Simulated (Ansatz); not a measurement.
def2 core potentials replace the inner electrons of Sn.

Species: C₇H₁₆O₃Sn, SMILES `C=CC[CH2][Sn]([O]C)([O]C)[O]C` with one electron added (charge -1, multiplicity 2).

Give a relaxed geometry from Ansatz (an electronic-structure program) with PBE0-D3(BJ)/def2-SVP.

This is not unique; one that fits is the end point of this relaxation, one of several conformers (outside a Z-matrix the atoms follow the SMILES, hydrogens last).
Cartesian coordinates (Å) in one orientation:
```xyz
27

C      4.156    -0.578    -0.130
C      2.881    -0.491    -0.519
C      2.401     0.255    -1.726
C      1.219     1.159    -1.437
Sn    -0.834     0.031    -1.089
O      0.009    -0.928     0.544
C     -0.729    -1.735     1.388
O     -1.580     1.701    -0.125
C     -1.396     1.836     1.235
O     -2.657    -1.037    -0.896
C     -3.691    -0.524    -0.142
H      4.964    -0.091    -0.691
H      4.443    -1.135     0.767
H      2.078    -0.957     0.072
H      2.107    -0.487    -2.497
H      3.251     0.816    -2.168
H      0.981     1.833    -2.272
H      1.319     1.737    -0.506
H     -1.104    -1.185     2.282
H     -0.111    -2.574     1.776
H     -1.617    -2.176     0.892
H     -0.497     1.307     1.618
H     -1.288     2.907     1.520
H     -2.256     1.445     1.830
H     -3.662     0.581    -0.047
H     -4.682    -0.787    -0.581
H     -3.704    -0.924     0.902
```
